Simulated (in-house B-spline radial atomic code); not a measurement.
A run on I (an excited or competing configuration) that did not converge. Method: scalar-relativistic (X2C) B97-1, spin-polarised, spherical fractional occupations, Fermi nucleus of rms radius 4.75 fm; computed with a B-spline radial code for spherical atoms.

Command:
```bash
python run_scf.py task.json out
```
Settings (nuclear radius in fm, mass in u):
```
Z                53
configuration    [Kr] 4d10 5s1 5p5 5d1
hamiltonian      x2c
method           b97_1
spin_polarised   True
nucleus          fermi
rms_radius       4.75
atomic_mass      126.90447
speed_of_light   137.035999084
```

First and last ten iterations of the last attempt (damped for 15 steps, keeping 80 % of the old Fock matrix, then DIIS):
```
 iter        energy (Eh)    residual
    1       -7111.056643    4.67e-01
    2       -7112.084134    2.91e-01
    3       -7113.543188    1.82e-01
    4       -7114.204970    1.12e-01
    5       -7114.496128    6.86e-02
    6       -7114.621589    4.15e-02
    7       -7114.674986    2.50e-02
    8       -7114.697271    1.50e-02
    9       -7114.705989    8.95e-03
   10       -7114.708992    5.58e-03
  111       -7114.710531    1.76e-06
  112       -7114.710531    1.83e-06
  113       -7114.710531    1.96e-06
  114       -7114.710531    1.85e-06
  115       -7114.710531    1.80e-06
  116       -7114.710531    3.19e-05
  117       -7114.710531    3.69e-05
  118       -7114.710531    1.81e-06
  119       -7114.710531    2.82e-06
  120       -7114.710531    2.38e-06
 not converged after 120 iterations
```

The smallest residual met was 1.3e-06; the threshold is about 5e-07. Over the last five steps the energy moves by less than 1e-08 hartree, but the orbitals didn't meet the threshold. Cost of the run: 6.8 s on 1 thread of Arm Neoverse V1, on a shared host.
